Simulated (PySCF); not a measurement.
Magnetisability: `O=[SH]NC(=O)C1CC1`, C$_{4}$H$_{7}$NO$_{2}$S

Molfile (atoms numbered from 1):
```
C4H7NO2S
     RDKit          3D

 15 15  0  0  0  0  0  0  0  0999 V2000
    3.7888    1.1825   -0.3025 O   0  0  0  0  0  0  0  0  0  0  0  0
    3.2595   -0.1608   -0.1519 S   0  0  0  0  0  4  0  0  0  0  0  0
    1.6295   -0.1761   -0.7899 N   0  0  0  0  0  0  0  0  0  0  0  0
    0.5055   -0.1617   -0.0098 C   0  0  0  0  0  0  0  0  0  0  0  0
    0.5769   -0.2512    1.1969 O   0  0  0  0  0  0  0  0  0  0  0  0
   -0.7733   -0.0412   -0.7537 C   0  0  0  0  0  0  0  0  0  0  0  0
   -1.8906    0.7155   -0.0749 C   0  0  0  0  0  0  0  0  0  0  0  0
   -1.9711   -0.7636   -0.1839 C   0  0  0  0  0  0  0  0  0  0  0  0
    2.6848   -0.1845    1.1358 H   0  0  0  0  0  0  0  0  0  0  0  0
    1.5367   -0.0992   -1.7908 H   0  0  0  0  0  0  0  0  0  0  0  0
   -0.6896    0.0330   -1.8302 H   0  0  0  0  0  0  0  0  0  0  0  0
   -1.6668    1.1354    0.8936 H   0  0  0  0  0  0  0  0  0  0  0  0
   -2.5276    1.3268   -0.6952 H   0  0  0  0  0  0  0  0  0  0  0  0
   -2.6658   -1.2045   -0.8820 H   0  0  0  0  0  0  0  0  0  0  0  0
   -1.8013   -1.3423    0.7110 H   0  0  0  0  0  0  0  0  0  0  0  0
  1  2  2  0
  2  3  1  0
  3  4  1  0
  4  5  2  0
  4  6  1  0
  6  7  1  0
  7  8  1  0
  8  6  1  0
  2  9  1  0
  3 10  1  0
  6 11  1  0
  7 12  1  0
  7 13  1  0
  8 14  1  0
  8 15  1  0
M  END
```

Computed with PySCF 2.14.0, GIAO HF/pcSseg-1 magnetisability, rotational g tensor and spin-rotation constants, non-relativistic, gas phase. Geometry: GFN2-xTB.

Question: How diamagnetic is it, and how anisotropic?

Answer: Isotropic -1310 × 10⁻³⁰ J/T², or -78.9 × 10⁻⁶ cm³/mol; principal values -1442, -1332, -1157 × 10⁻³⁰ J/T², anisotropy 248 × 10⁻³⁰ J/T² (root of half the summed squared differences of the principal values). The susceptibility is in cgs units.

Question: Split it along the inertial axes a, b, c into diamagnetic and paramagnetic parts about the centre of mass, with the quadrupole moment.

Answer: 
| axis | χ (10⁻⁶ cm³/mol) | diamagnetic (10⁻⁶ cm³/mol) | paramagnetic (10⁻⁶ cm³/mol) | summed x² of all electrons (Å²) | quadrupole Θ (D Å) |
| --- | --- | --- | --- | --- | --- |
| a | -76.9 | -323.3 | 246.4 | 332.8 | -3.17 |
| b | -77.3 | -1557.4 | 1480.1 | 41.9 | +3.52 |
| c | -82.5 | -1589.4 | 1506.8 | 34.3 | -0.35 |

Anisotropies 2χaa − χbb − χcc = +5.9 and 2χbb − χaa − χcc = +4.9 × 10⁻⁶ cm³/mol. Θ is traceless in Buckingham's convention.

Question: And the rotational g tensor?

Answer: 
```
axis  rotational constant (GHz)        g  nuclear part  electronic part
   a                     5.6059  -0.0530        0.5959          -0.6489
   b                     0.8001  -0.0089        0.5474          -0.5563
   c                     0.7833  -0.0060        0.5486          -0.5545
```
Asymmetric top; isotopes 12C, 1H, 14N, 16O, 32S; no vibrational averaging.
